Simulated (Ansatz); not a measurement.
Reaction (SMILES): [BH2] (BH2) → B atom + 2 H atom
B3LYP-D3(BJ)/def2-TZVP geometries, fixed; electronic energies without zero-point terms.

Energies in hartree at MP2 with Ansatz (an electronic-structure program); the atomisation energy is their sum with the coefficients shown, times 627.509 kcal/mol a hartree. All functions are spherical. Cores are frozen. Open shells are unrestricted. No added dispersion term, no relativity.

```csv
species,coefficient,part,cc-pVDZ,cc-pVTZ,cc-pVQZ
[BH2] (BH2),-1,Hartree-Fock,-25.75291,-25.76030,-25.76199
[BH2] (BH2),-1,correlation,-0.06633,-0.08239,-0.08781
B atom,+1,Hartree-Fock,-24.52996,-24.53207,-24.53297
B atom,+1,correlation,-0.03651,-0.04408,-0.04702
H atom,+2,Hartree-Fock,-0.49928,-0.49981,-0.49995
```

Task: Predict the atomisation energy in cc-pV5Z (X = 5): let each Hartree-Fock step shrink by the ratio of the last two, and fit each correlation energy at X = 3 and 4 to E + A/X^3. Compare with the run.

Result: 
- [BH2] (BH2): steps -0.00739 and -0.00169, ratio 0.229, so Hartree-Fock -25.76238 (run: -25.76236); A = (-0.08239 - (-0.08781))/(1/27 - 1/64) = 0.2531, correlation -0.08781 - A/64 + A/125 = -0.08974 (run: -0.08977).
- B atom: steps -0.00211 and -0.00090, ratio 0.427, so Hartree-Fock -24.53335 (run: -24.53312); A = (-0.04408 - (-0.04702))/(1/27 - 1/64) = 0.1373, correlation -0.04702 - A/64 + A/125 = -0.04807 (run: -0.04820).
- H atom: steps -0.00053 and -0.00014, ratio 0.264, so Hartree-Fock -0.49999 (run: -0.49999).
Predicted 169.88 kcal/mol; the run in cc-pV5Z gives 169.95, a miss of -0.07. Keeping the value in cc-pVQZ, 169.37, would miss by -0.58. All sums are of the energies as printed.
